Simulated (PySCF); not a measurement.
**[Eu(NO2)]2+ at several levels of theory**

Computed with PySCF 2.14.0 (density fitting, no spin-orbit coupling) at the geometry relaxed with TPSS:

```xyz
4
[Eu(NO2)]2+ (singlet in the valence; each metal's 4f electrons, 6 of them, lie in its core potential, out of spins and levels)
Eu    0.0000    0.0000   -0.3639
O     1.0576    0.0000    1.5922
O    -1.0576    0.0000    1.5922
N     0.0000    0.0000    2.3393
```

```json
{"level": "TPSS", "basis": "Eu lcecp-1-SVP with ECP52, O def2-SVP, N def2-SVP", "state": "singlet", "HOMO (eV)": "-18.00", "gap (eV)": "2.43", "charge on Eu1 (e)": "2.02", "population of f-type functions on Eu1 (polarisation alone where 4f lies in the core)": "0.05", "dipole about the centre of mass (D)": "6.08", "largest force component (eV/Å)": "0.01"}
{"level": "M06-L", "basis": "the same", "state": "singlet", "HOMO (eV)": "-18.01", "gap (eV)": "2.69", "charge on Eu1 (e)": "2.13", "population of f-type functions on Eu1 (polarisation alone where 4f lies in the core)": "0.04", "dipole about the centre of mass (D)": "6.63", "largest force component (eV/Å)": "0.87"}
{"level": "HF", "basis": "the same", "state": "singlet", "HOMO (eV)": "-23.37", "gap (eV)": "12.13", "charge on Eu1 (e)": "2.33", "population of f-type functions on Eu1 (polarisation alone where 4f lies in the core)": "0.05", "dipole about the centre of mass (D)": "7.83", "largest force component (eV/Å)": "3.54"}
{"level": "PBE", "basis": "the same", "state": "singlet", "HOMO (eV)": "-17.94", "gap (eV)": "2.17", "charge on Eu1 (e)": "1.97", "population of f-type functions on Eu1 (polarisation alone where 4f lies in the core)": "0.05", "dipole about the centre of mass (D)": "5.81", "largest force component (eV/Å)": "0.20"}
{"level": "TPSS", "basis": "Eu lcecp-1-TZVP with ECP52, O def2-TZVP, N def2-TZVP", "state": "singlet", "HOMO (eV)": "-17.91", "gap (eV)": "2.61", "charge on Eu1 (e)": "2.10", "population of f-type functions on Eu1 (polarisation alone where 4f lies in the core)": "0.06", "dipole about the centre of mass (D)": "5.84", "largest force component (eV/Å)": "0.70"}
```

In the lcecp rows the 4f levels are missing from HOMO and gap, and the state counts the valence alone.

Charges are Mulliken's, which hang on the basis. The relaxation used the grid (50, 194), these runs (75, 302) or, all-electron (x2c bases, spin-free X2C Hamiltonian), (99, 590).

Question: What does PBE0 with Eu lcecp-1-SVP with ECP52, O def2-SVP, N def2-SVP give here?

Answer: state singlet, HOMO (eV) -19.43, gap (eV) 4.73, charge on Eu1 (e) 2.08, population of f-type functions on Eu1 (polarisation alone where 4f lies in the core) 0.05, dipole about the centre of mass (D) 6.54, largest force component (eV/Å) 1.58. Time: 2.2 s on 2 threads of Arm Neoverse V2, with other jobs on the host, from an already converged density.

In the first row's basis the gap widens with exact exchange: 2.2 to 2.7 eV for PBE, TPSS, M06-L (none); 4.7 eV for PBE0 (a fixed share); 12.1 eV for Hartree–Fock (rising or full at long range).

No frequency check is given that shows the relaxed geometry to be a minimum. An lcecp potential fixes the number of 4f electrons, so in runs with it no electron can move into or out of that shell.
